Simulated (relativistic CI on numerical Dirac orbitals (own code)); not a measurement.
## What each ingredient does to the levels of Mo XVI

Base calculation: Dirac-Coulomb-Breit CI, orbitals from a KLI potential per configuration, model QED, unscaled Slater integrals.

CI space (outside the closed core [Ne]): 3s2 3p6 3d9, 3s2 3p5 3d10, 3s 3p6 3d10, 3s2 3p6 3d8 4s, 3s2 3p6 3d8 4p, 3s2 3p6 3d8 4d, 3s2 3p6 3d7 4s2, 3s2 3p6 3d8 4f, 3s2 3p6 3d7 4s 4p, 3s2 3p5 3d9 4s, 3s2 3p6 3d8 5s, 3s2 3p6 3d7 4p2, 3s2 3p6 3d8 5p, 3s2 3p4 3d10 4s, 3s2 3p6 3d7 4s 4d, 3s2 3p5 3d9 4p, 3s2 3p6 3d8 5d, 3s2 3p4 3d10 4p, 3s2 3p6 3d7 4p 4d, 3s2 3p6 3d8 5f, 3s2 3p6 3d8 5g, 3s2 3p5 3d8 4s2, 3s2 3p6 3d8 6s, 3s2 3p4 3d10 4d, 3s2 3p6 3d8 6p, 3s2 3p5 3d9 4d, 3s2 3p6 3d7 4d2, 3s 3p5 3d10 4s, 3s 3p6 3d9 4s, 3s2 3p6 3d8 6d, 3s2 3p5 3d8 4s 4p, 3s 3p5 3d10 4p, 3s2 3p5 3d8 4p2, 3s 3p6 3d9 4p, 3s2 3p5 3d9 4f, 3s2 3p5 3d8 4s 4d. Levels of other configurations are missing.

The lowest level and the first level of each name with at least 55 % of one term (blank where a level has no safe partner in the second run):

| Level | Base (cm⁻¹) | Shift (cm⁻¹) |
| --- | --- | --- |
| 3s2 3p6 3d9 2D_5/2 | 0 | 0 |
| 3s2 3p6 3d9 2D_3/2 | 26900 | +1076 |
| 3s2 3p5 3d10 2P°_3/2 | 1341602 | +3111 |
| 3s2 3p5 3d10 2P°_1/2 | 1487904 | +5514 |
| 3s2 3p6 3d8 4s 4F_9/2 | 1837276 | +91 |
| 3s2 3p6 3d8 4s 4F_7/2 | 1846316 | +102 |
| 3s2 3p6 3d8 4s 4F_5/2 | 1863352 | +524 |
| 3s2 3p6 3d8 4s 4F_3/2 | 1866682 | +98 |
| 3s2 3p6 3d8 4s 2F_7/2 | 1867300 | +734 |
| 3s2 3p6 3d8 4s 4P_1/2 | 1907269 | -114 |
| 3s2 3p6 3d8 4s 4P_3/2 | 1910668 | +325 |
| 3s2 3p6 3d8 4s 2D_5/2 | 1919243 | +1596 |
| 3s2 3p6 3d8 4s 2P_1/2 | 1923511 | +17 |
| 3s2 3p6 3d8 4s 2P_3/2 | 1925128 | +1155 |

At this charge energies of transitions that change n are usually good to better than 1 %, and those within a shell (Δn = 0) to a few per cent.

Question: One thing was changed in a second run, which moved the levels as shown. Which?
A. QED terms removed
B. one mean potential for all configurations
C. Breit term removed
D. configuration mixing switched off

Answer: C. Breit term removed. The Breit term mainly narrows fine-structure intervals, so removing it widens them.

LS names give the leading component of a level, which can be under half, so a name can repeat, a term be missing and a line seem to break the LS rules.
